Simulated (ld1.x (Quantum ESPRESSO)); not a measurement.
**Configuration tests for fluorine (TM semilocal)**

fluorine (F), norm-conserving Troullier–Martins (semilocal form), made with ld1.x (Quantum ESPRESSO) 7.5 (LDA (PZ), scalar-relativistic). Core [He], reference 2s2 2p5. Waves: 2p (bound): rc 1.30 bohr; 3d channel at 0.15 Ry: rc 1.30 bohr; 2s (bound): rc 0.65 bohr. Local part: the s channel. Core correction: none.

Energies are relative to the spin-unpolarised reference configuration 2s2 2p5; without spin polarisation the order of configurations can differ from experiment. Spin-polarised rows fill each open shell by Hund’s rule, majority spin first.

```csv
valence configuration,charge,ΔE all-electron (eV),error AE − PS (meV)
2s2 2p3,+2,58.067,+58
2s2 2p2,+3,118.799,+442
2s2 2p5.3,-0.3,-2.726,-0.6
2s1 2p5,+1,38.211,-40
2s1 2p6,0,18.390,+25
2s2 2p4.5,+0.5,7.630,-2.6
2s2 2p5 (spin-polarised),0,-0.379,+24
2s2 2p4 (spin-polarised),+1,17.723,+111
```

(1) What are ΔE and the potential's error for 2s2 2p4?

Levels in the configuration 2s1 2p6:

| level | all-electron (eV) | pseudo (eV) |
| --- | --- | --- |
| 2s | -30.131 | -30.110 |
| 2p | -11.703 | -11.733 |

## Answers

(1) ΔE = 19.555 eV all-electron; the error (AE − PS) is -4.9 meV.
